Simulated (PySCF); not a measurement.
PySCF 2.14 output of an unrestricted r2SCAN calculation on a single atom or ion in ANO-RCC-VTZP, with the spin-free X2C one-electron Hamiltonian (Gaussian nucleus):

```
SCF conv_tol = 1e-09
number electrons alpha = 34  beta = 33
    J. W. Furness, A. D. Kaplan, J. Ning, J. P. Perdew, and J. Sun.,  J. Phys. Chem. Lett. 11, 8208-8215 (2020)
    J. W. Furness, A. D. Kaplan, J. Ning, J. P. Perdew, and J. Sun.,  J. Phys. Chem. Lett. 11, 9248-9248 (2020)
    J. W. Furness, A. D. Kaplan, J. Ning, J. P. Perdew, and J. Sun.,  J. Phys. Chem. Lett. 11, 8208-8215 (2020)
    J. W. Furness, A. D. Kaplan, J. Ning, J. P. Perdew, and J. Sun.,  J. Phys. Chem. Lett. 11, 9248-9248 (2020)
cycle= 1 E= -14057.6920723785  delta_E= -0.0107  |g|= 0.597  |ddm|= 0.228
cycle= 2 E= -14057.5914876917  delta_E= 0.101  |g|=  1.3  |ddm|= 0.269
cycle= 3 E= -14057.721086588  delta_E= -0.13  |g|= 0.0316  |ddm|= 0.175
cycle= 4 E= -14057.721204063  delta_E= -0.000117  |g|= 0.00453  |ddm|= 0.0147
cycle= 5 E= -14057.7212289878  delta_E= -2.49e-05  |g|= 0.00495  |ddm|= 0.0253
cycle= 6 E= -14057.7211992782  delta_E= 2.97e-05  |g|= 0.000496  |ddm|= 0.0433
cycle= 7 E= -14057.7211991065  delta_E= 1.72e-07  |g|= 0.000112  |ddm|= 0.00474
cycle= 8 E= -14057.7211990939  delta_E= 1.26e-08  |g|= 1.66e-05  |ddm|= 0.000987
cycle= 9 E= -14057.721199094  delta_E= -8.37e-11  |g|= 5.63e-06  |ddm|= 3.67e-05
converged SCF energy = -14057.721199094  <S^2> = 0.75044753  2S+1 = 2.0004475
```

The run itself started from symmetry-adapted Hartree-Fock orbitals and held the occupation by maximum overlap, on a logarithmic radial grid, so the iterations belong to that start.

Task: Which element, charge and spin multiplicity is this?

Result: Yb(3+) (ytterbium, charge +3), multiplicity 2; the state was [Xe] 4f13, 2F determinant.

Spin-orbit coupling, absent here, splits the open shell strongly.
